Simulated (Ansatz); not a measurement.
CH2OZn, singlet: a single point displaced at random from a GFN2-xTB minimum.

Input (in.yaml):

```yaml
crystal:
  periodic: [false, false, false]
  atoms:
    - {symbol: O, position_ang: [-0.110700, -0.916900, 0.893900]}
    - {symbol: C, position_ang: [-0.839300, -0.484800, -0.073400]}
    - {symbol: Zn, position_ang: [0.611300, 0.868800, -0.561500]}
    - {symbol: H, position_ang: [-1.580800, -1.170800, -0.244600]}
    - {symbol: H, position_ang: [1.915400, 1.497100, -0.022100]}
basis:
  gaussian: {orbitals: def2-TZVPP}
correlation: {method: ccsd_t, frozen_orbitals: {C: 1, H: 0, O: 1, Zn: 9}}
output: {forces: true}
```

An equivalent command:

```bash
ansatz run in.yaml --threads 4 --pin off --events-out ev --progress --plain
```

Output of Ansatz 0.2.0:

```
Functional definition: HF
  name "HF"
  cite "Fock, Z. Phys. 61, 126 (1930) doi:10.1007/BF01340294"
  parent pbe
  exchange = exact_x
  correlation = 0
1003 factors; integrals over basis functions are off by at most 9.6e-4 eV
mean field evaluation 1: about -51471.3104 eV, gradient 3.7e1 eV
mean field evaluation 2: about -51471.5758 eV, gradient 3.7e1 eV
mean field evaluation 4: about -51474.5368 eV, gradient 3.5e0 eV
mean field evaluation 8: about -51474.5994 eV, gradient 7.4e-1 eV
mean field evaluation 16: about -51474.6016 eV, gradient 2.5e-6 eV
mean field -51474.60155347 eV, -1891.6567163520 hartree, gradient 2.5e-6 eV, S^2 0.000000; 0 other end points of the search recorded, 0 dependent functions left out; unrestricted orbitals would lower it
11 core orbitals not correlated: weight in the atoms' cores, before any rotation towards them, 1.000 or more for the frozen orbitals, at most 0.000 for the correlated occupied ones
reference -51474.60155347 eV, -1891.6567163520 hartree; 12, 12 occupied and 131, 131 virtual orbitals, 1003 factors
second order -24.58260611 eV of doubles, -0.00000000 eV of singles
cycle   1  -22.62218699 eV  change     2.0e0 eV  update   1.5e-1
cycle   2  -23.45397121 eV  change   -8.3e-1 eV  update   5.9e-2
cycle   3  -23.64903569 eV  change   -2.0e-1 eV  update   2.9e-2
cycle   4  -23.61248421 eV  change    3.7e-2 eV  update   1.1e-2
cycle   5  -23.59962961 eV  change    1.3e-2 eV  update   5.7e-3
cycle   6  -23.60524593 eV  change   -5.6e-3 eV  update   2.3e-3
cycle   7  -23.60662127 eV  change   -1.4e-3 eV  update   1.2e-3
cycle   8  -23.60533651 eV  change    1.3e-3 eV  update   6.2e-4
cycle   9  -23.60537508 eV  change   -3.9e-5 eV  update   3.7e-4
cycle  10  -23.60579215 eV  change   -4.2e-4 eV  update   2.2e-4
cycle  11  -23.60536056 eV  change    4.3e-4 eV  update   1.3e-4
cycle  12  -23.60553537 eV  change   -1.7e-4 eV  update   7.0e-5
cycle  13  -23.60552470 eV  change    1.1e-5 eV  update   2.8e-5
cycle  14  -23.60555092 eV  change   -2.6e-5 eV  update   1.2e-5
cycle  15  -23.60556710 eV  change   -1.6e-5 eV  update   4.0e-6
cycle  16  -23.60556673 eV  change    3.7e-7 eV  update   1.5e-6
perturbative correction -0.92185386 eV, -0.0338775044 hartree
the calculation of the forces begins
Total energy: -51499.12897406 eV, -1892.5580824332 hartree
Atom 0 at    -0.110700    -0.916900     0.893900 Å, force    -1.023035     1.205513    -1.430704 eV/Å
Atom 1 at    -0.839300    -0.484800    -0.073400 Å, force     4.531508     0.391491     2.193964 eV/Å
Atom 2 at     0.611300     0.868800    -0.561500 Å, force    -0.543535    -0.527252     0.871220 eV/Å
Atom 3 at    -1.580800    -1.170800    -0.244600 Å, force    -2.801608    -1.183532    -1.152136 eV/Å
Atom 4 at     1.915400     1.497100    -0.022100 Å, force    -0.163329     0.113780    -0.482344 eV/Å
Dipole moment:    -0.233407     0.173995    -0.514804 e Å
```

Hardware: 4 CPU threads, shared host. Wall time 75 s; peak host memory 1.9 GiB.
